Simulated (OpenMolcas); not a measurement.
Pd2+ in a ligand field

Pd2+ with 3 ligands (oxide) in trigonal planar coordination (D3h) at 2.04 Å. A charge of +1.33 e stands 2.4 Å behind each ligand. Ligand basis ANO-RCC-VDZP.
```
Pd    0.0000    0.0000    0.0000
O     2.0400    0.0000    0.0000
O    -1.0200    1.7667    0.0000
O    -1.0200   -1.7667    0.0000
```

```
Program             : OpenMolcas 26.06
Method              : SS-CASPT2, IPEA 0.25 Eh, imaginary shift 0.1 Eh (closed shells correlated: 4s 4p and the ligand valence shells)
Basis               : ANO-RCC-VDZP [6s5p3d1f]
Scalar Hamiltonian  : DKH2, point nucleus
Active space        : 8 electrons in 5 orbitals (4d)
State averaging     : 2S+1 = 3 even, 10 roots; 2S+1 = 1 even, 15 roots
Spin-orbit coupling : RASSI with atomic mean-field integrals over the reference wave functions
```

The lowest spin-free states (labels of D3, the rotations of D3h), above the lowest:

```
State  Degeneracy  E (cm-1)
  3A2           1         0
   1E           2      2590
  1A1           1      3290
  3A1           1      4670
  3A2           1      4670
   3E           2      7550
   1E           2      8760
   3E           2     13020
  1A1           1     13710
  1A2           1     14040
   1E           2     18460
  3A2           1     21540
   1E           2     26840
   3E           2     31980
  1A1           1     35100
   1E           2     36800
  1A1           1     47340
```

The lowest levels with spin-orbit coupling:

```
E (cm-1)  Degeneracy  Label      2S+1               g
       0           1     A1  3 (80 %)                
    1160           2      E         3  0.00 0.00 3.87
    2690           2      E  1 (50 %)  0.00 0.00 7.01
    5330           1     A1  1 (71 %)                
    5470           2      E  3 (50 %)  0.00 0.00 7.01
    5890           1     A2         3                
    5890           1     A1         3                
    7700           2      E         3  0.00 0.00 2.10
    7920           2      E  3 (68 %)  0.00 0.00 1.25
    8100           2      E         3  0.00 0.00 3.72
    9680           1     A2         3                
   10370           1     A1         3                
   10740           2      E  1 (60 %)  0.00 0.00 0.86
   12890           1     A1  3 (84 %)                
   12940           1     A2  3 (87 %)                
   14720           2      E         3  0.00 0.00 3.00
   15730           1     A1  1 (83 %)                
   16020           1     A2  1 (86 %)                
   16500           2      E         3  0.00 0.00 0.81
   20250           2      E         1  0.00 0.00 2.75
```

Electric-dipole absorption from the lowest level at this geometry, strongest bands:

```csv
E (cm-1),λ (nm),Label,f
2690,3720,E,2.21e-06
5470,1830,E,1.06e-05
5890,1700,A2,1.67e-04
7700,1300,E,7.98e-05
8100,1230,E,8.10e-06
12940,773,A2,1.89e-06
14720,680,E,1.05e-03
16020,624,A2,2.89e-05
20250,494,E,4.05e-05
28120,356,E,6.02e-04
33300,300,E,1.17e-05
```

Powder χT (cm3 K/mol): 0.00306 at 2 K, 0.0153 at 10 K, 0.0766 at 50 K, 0.153 at 100 K, 0.306 at 200 K, 0.458 at 300 K. The effective moment at 300 K is 2.828 √(χT) = 1.91 μB.

Roots that are degenerate in the reference are averaged as groups; the widest CASPT2 spread within a group is 130 cm-1 (the 2-fold group of multiplicity 3 near 13000 cm-1 above the lowest state of its run). Shifts and gaps below about the spread of the groups concerned are not significant. Over all roots computed the reference weight is 0.71 to 0.74; a low but even weight reflects the number of correlated electrons. Real 4d8 and 5d8 ions are as a rule square planar and diamagnetic. The least metal-like active orbital is 84 % on the metal (Löwdin) and no ligand orbital is active, so the numbers are rough. The oxide ions are held by bare point charges, a crude embedding. Ligand-to-metal charge-transfer states are missing. With no ligand orbital active B as a rule stays too high, so bands that hang on it stand too high and its fall with covalency is understated. No measured value stands beside these numbers; the geometry was imposed, not optimised, and the real ion may take another.

With an even number of electrons the g values are those of a degenerate or nearly degenerate non-Kramers pair.
